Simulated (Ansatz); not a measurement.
Saddle point of GaH$_{4}$SeBr, closed shell (GaH₂Br ([GaH2][Br]) + H₂Se → GaH₃Se ([GaH2][SeH]) + HBr (still joined by a long Ga–Br bond); bonds formed: Br2–H5; dative contacts that become bonds: Ga1–Se6; bonds broken: H5–Se6; bonds weakened to dative contacts: Ga1–Br2), PBE0-D4/def2-TZVP structure:

| atom | x (Å) | y (Å) | z (Å) |
| --- | --- | --- | --- |
| Ga1 | -0.9724 | -0.1945 | -0.2384 |
| Br2 | 1.1718 | -1.8526 | 0.3218 |
| H3 | -0.9701 | -0.2274 | -1.7934 |
| H4 | -2.0029 | -0.7427 | 0.7896 |
| H5 | 1.2696 | -0.3705 | 0.7127 |
| Se6 | 0.4260 | 1.5353 | 0.7424 |
| H7 | 1.0781 | 1.8525 | -0.5347 |

Energies are electronic, without zero-point energy. Barriers and step energies count from the start structure reached by relaxing down the imaginary mode; all methods use the PBE0-D4 structures, on which another method's saddle can fall below an end. Ansatz 0.2.0; basis: def2-TZVPP, with def2-QZVPP for the basis limit; cores frozen in the correlated methods. Filled d shells of the heavier atoms are correlated. The def2 sets are not built for correlating such inner shells, so the correlated values are less sure here. B3LYP uses VWN-RPA correlation. Extrapolation: Hartree–Fock as exp(−7.88 √X), correlation as X^−2.97.

```tsv
method	barrier (kJ/mol)	step energy (kJ/mol)
SPW92	30.0	38.4
PBE-D4	40.1	43.3
BLYP-D4	47.0	46.0
r2SCAN-D4	50.4	52.3
B97M-V	63.4	58.8
PBE0-D4	52.3	52.0
B3LYP-D4	56.6	53.1
r2SCAN0-D4	?	57.1
BHLYP-D4	71.1	63.2
CAM-B3LYP-D4	64.6	58.4
wB97X-V	68.2	61.2
wB97M-V	64.0	57.4
B2PLYP	60.7	56.0
PBE-QIDH	?	58.0
RPA on PBE	63.8	58.7
HF	99.6	79.8
MP2	?	55.7
CCSD	71.2	62.3
CCSD(T)	64.5	58.4
```

**Question.** Fill in the withheld barriers. (An estimate is asked for; the value comes from the calculation.)

**Answer.** Computed: MP2 59.1; r2SCAN0-D4 58.0; PBE-QIDH 61.1 kJ/mol. Each is the energy of the saddle less that of the start structure, by the same method.

For comparison, the barrier by CCSD(T) at an estimated basis limit (MP2 extrapolated from triple and quadruple zeta, plus CCSD(T) − MP2 in triple zeta) is 60.3 kJ/mol.

The T1 diagnostic stays at or below 0.011.

Exchanges of this kind with a chalcogen hydride build sulfide and selenide films.

Labels in which every atom is bracketed show which atoms are joined, not bond orders.

For scale, one of the runs: CCSD(T)/def2-TZVPP, 200 basis functions, launched by `ansatz run in.yaml --threads 8 --pin off --events-out ev --progress --plain --max-ram 19148MiB`. The run took 41 s on 8 CPU threads of an Intel Xeon Platinum 8488C (shared host), with 2.6 GiB of host memory at its peak.
